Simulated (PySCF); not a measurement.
**Telling isomers of C6H9N3 apart by NMR**

All values are calculated (PySCF 2.14.0 with density-fitted response routines): PBE0/pcSseg-1 with gauge-including orbitals, geometry from PBE0-D3(BJ)/def2-SVP. Gas phase, single conformer, non-relativistic, equivalent nuclei averaged.

References, each an isolated molecule treated in the same way: 1H, 13C vs TMS. Where no couplings were computed, multiplicities follow the n + 1 count of equivalent neighbours, and m marks all less simple cases (inequivalent or close neighbours, rings, F or P nearby). Shifts are as computed. Against solution values, carbons near 30 ppm lie about +2 ppm off and those near 130 ppm about +5 ppm. Of 1309 compounds with measured shifts, 239 miss one by over three times the rms of a fit or turn the order of signals round; such compounds aren't used in these exercises.

(1) Tabulate the signals of `C=Cn1nc(C)c(C)n1`, `C=CCn1cc(C)nn1`, `C=Cc1nn(C)nc1C`, `CCc1ncc(C)nn1` and their relative energies.

(2) What is the quickest way to tell C=CCn1cc(C)nn1 from CCc1ncc(C)nn1?

(3) What is the quickest way to tell C=CCn1cc(C)nn1 from C=Cc1nn(C)nc1C?

(4) What is the quickest way to tell C=Cc1nn(C)nc1C from CCc1ncc(C)nn1?

Answers

(1) 
```tsv
SMILES	carbon types	δC	δH	E rel. (kcal/mol)
C=Cn1nc(C)c(C)n1	2×C 1×CH 1×CH2 2×CH3	146.8, 140.1, 105.7, 12.1	7.01 (m, 1H), 6.13 (m, 1H), 4.99 (m, 1H), 2.29 (s, 6H)	2.3
C=CCn1cc(C)nn1	1×C 2×CH 2×CH2 1×CH3	147.5, 143.8, 127.4, 124.5, 54.9, 12.8	7.27 (s, 1H), 6.15 (m, 1H), 5.75 (m, 1H), 5.58 (m, 1H), 4.77 (d, 2H), 2.43 (s, 3H)	15.0
C=Cc1nn(C)nc1C	2×C 1×CH 1×CH2 2×CH3	146.1, 146.1, 131.5, 122.3, 41.2, 11.4	6.55 (m, 1H), 6.47 (m, 1H), 5.53 (m, 1H), 3.92 (s, 3H), 2.31 (s, 3H)	3.9
CCc1ncc(C)nn1	2×C 1×CH 1×CH2 2×CH3	174.9, 161.3, 152.3, 33.8, 21.5, 15.1	8.36 (s, 1H), 3.16 (q, 2H), 2.77 (s, 3H), 1.45 (t, 3H)	0.0
```

Energies are electronic energies at PBE0/pcSseg-1 on these geometries, without zero-point or thermal terms, each for the one conformer computed, which needn't be the lowest.

(2) Both give the same number of carbon signals, but DEPT or the intensities differ. The first has a terminal =CH2 carbon at 127.4 ppm, the second a substituted aromatic carbon next to a ring nitrogen (C) at 174.9 ppm. Their most deshielded carbons lie at 147.5 and 174.9 ppm. In the proton spectra the most deshielded non-exchanging signals are 7.27 (s, 1H) and 8.36 (s, 1H).

(3) Both give the same number of carbon signals, but DEPT or the intensities differ. The first has an allylic sp3 CH2 bonded to N at 54.9 ppm, the second a methyl carbon bonded to N (CH3) at 41.2 ppm. Their most deshielded carbons lie at 147.5 and 146.1 ppm. In the proton spectra the most deshielded non-exchanging signals are 7.27 (s, 1H) and 6.55 (m, 1H).

(4) Both give the same number of carbon signals, with the same numbers of each carbon type, so the positions decide. The first has a terminal =CH2 carbon at 122.3 ppm, the second an sp3 CH2 on an aromatic ring at 33.8 ppm. Their most deshielded carbons lie at 146.1 and 174.9 ppm. In the proton spectra the most deshielded non-exchanging signals are 6.55 (m, 1H) and 8.36 (s, 1H).
